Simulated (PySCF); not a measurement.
## Magnetisability: SMILES CN(C)c1coc(=O)[se]1, C5H7NO2Se

Geometry (Å), atoms numbered from 1 in this order:
```xyz
16

C    -1.6130   -1.0337    0.0977
N    -0.8095    0.1402   -0.1553
C    -1.4786    1.4022    0.0628
C     0.5255    0.0557    0.1268
C     1.2140   -1.0183    0.5604
O     2.5860   -0.9263    0.6289
C     3.1273    0.2162    0.2765
O     4.2904    0.4752    0.2747
Se    1.7443    1.4827   -0.2689
H    -2.5991   -0.8769   -0.3359
H    -1.1532   -1.8946   -0.3842
H    -1.7263   -1.2429    1.1680
H    -1.7094    1.5731    1.1212
H    -2.4066    1.4141   -0.5077
H    -0.8401    2.2131   -0.2927
H     0.8407   -1.9708    0.8838
```

Level of theory: GIAO KT3/pcSseg-1 magnetisability, rotational g tensor and spin-rotation constants, non-relativistic, gas phase (PySCF). Geometry: GFN2-xTB.

The calculation is non-relativistic, which matters for the atoms heavier than Zn.

What are the magnetisability and the molar susceptibility?

Isotropic -1440 × 10⁻³⁰ J/T², or -86.7 × 10⁻⁶ cm³/mol; principal values -1550, -1422, -1347 × 10⁻³⁰ J/T², anisotropy 178 × 10⁻³⁰ J/T² (root of half the summed squared differences of the principal values). The susceptibility is in cgs units.

Split it along the inertial axes a, b, c into diamagnetic and paramagnetic parts about the centre of mass, with the quadrupole moment.


| axis | χ (10⁻⁶ cm³/mol) | diamagnetic (10⁻⁶ cm³/mol) | paramagnetic (10⁻⁶ cm³/mol) | summed x² of all electrons (Å²) | quadrupole Θ (D Å) |
| --- | --- | --- | --- | --- | --- |
| a | -85.2 | -606.6 | 521.4 | 318.2 | -1.90 |
| b | -81.8 | -1433.6 | 1351.8 | 123.3 | +5.37 |
| c | -93.1 | -1872.9 | 1779.8 | 19.7 | -3.47 |

Anisotropies 2χaa − χbb − χcc = +4.4 and 2χbb − χaa − χcc = +14.8 × 10⁻⁶ cm³/mol. Θ is traceless in Buckingham's convention.

And the rotational g tensor?


```
axis  rotational constant (GHz)        g  nuclear part  electronic part
   a                     2.3165  -0.0301        0.5373          -0.5674
   b                     0.8999  -0.0150        0.5565          -0.5715
   c                     0.6611  -0.0059        0.5469          -0.5528
```
Asymmetric top; isotopes 12C, 1H, 14N, 16O, 80Se; no vibrational averaging.
